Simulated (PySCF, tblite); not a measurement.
Isomers of C7H14P2. All values are computed: GFN2-xTB (tblite) harmonic vibrations without scaling, gas phase. Errors from tens to a few hundred cm⁻¹ against measured bands are possible. Modes of hydrogen on phosphorus can be 10 to 20 % off. One conformer each.

Electronic energies: PBE0/pcSseg-1 single points on the GFN2-xTB geometries (PySCF, gas phase).

| SMILES | electronic energy, lowest = 0 (kJ/mol) |
| --- | --- |
| C=C(C)/P=P\C(C)(C)C | 93.0 |
| CP(C)PC1=CCCC1 | 0.0 |
| C=C(C)/P=P/[C@@H](C)CC | 57.6 |
| C=CCP(CP)C1CC1 | 148.0 |

Q: How do GFN2-xTB zero-point energies change the relative energies?

A: 
| SMILES | ZPE (kJ/mol) | of it from modes above 1550 cm⁻¹ | electronic (kJ/mol) | with ZPE, lowest = 0 (kJ/mol) | lowest mode (cm⁻¹) | rings |
| --- | --- | --- | --- | --- | --- | --- |
| CP(C)PC1=CCCC1 | 496.9 | 256.2 | 0.0 | 0.0 | 31 | 1 |
| C=C(C)/P=P/[C@@H](C)CC | 504.6 | 262.2 | 57.6 | 65.4 | 11 | 0 |
| C=C(C)/P=P\C(C)(C)C | 503.0 | 263.4 | 93.0 | 99.2 | 46 | 0 |
| C=CCP(CP)C1CC1 | 485.6 | 254.6 | 148.0 | 136.8 | 50 | 1 |

The zero-point energies span 19.0 kJ/mol, from `C=CCP(CP)C1CC1` to `C=C(C)/P=P/[C@@H](C)CC`. The order is unchanged.

Q: And how do the electronic energies of GFN2-xTB itself compare?

A: `CP(C)PC1=CCCC1` 0.0; `C=C(C)/P=P/[C@@H](C)CC` 78.9; `C=C(C)/P=P\C(C)(C)C` 103.7; `C=CCP(CP)C1CC1` 176.9 kJ/mol, lowest = 0. Against the energies above, taken from the same isomer `CP(C)PC1=CCCC1`, the largest difference is 28.9 kJ/mol.

Q: What do entropy and thermal enthalpy add at 298.15 K and 1 bar (rigid rotor, harmonic oscillator, one conformer each)?

A: 
| SMILES | point group | symmetry number | S (J/(mol K)) | H − H(0) (kJ/mol) | ZPE + H − H(0) − TS (kJ/mol) |
| --- | --- | --- | --- | --- | --- |
| CP(C)PC1=CCCC1 | C1 | 1 | 463.1 | 34.29 | 393.1 |
| C=C(C)/P=P\C(C)(C)C | C1 | 1 | 464.2 | 36.28 | 400.9 |
| C=CCP(CP)C1CC1 | C1 | 1 | 469.1 | 35.00 | 380.8 |

Not tabulated: `C=C(C)/P=P/[C@@H](C)CC` (lowest mode only 11 cm⁻¹).
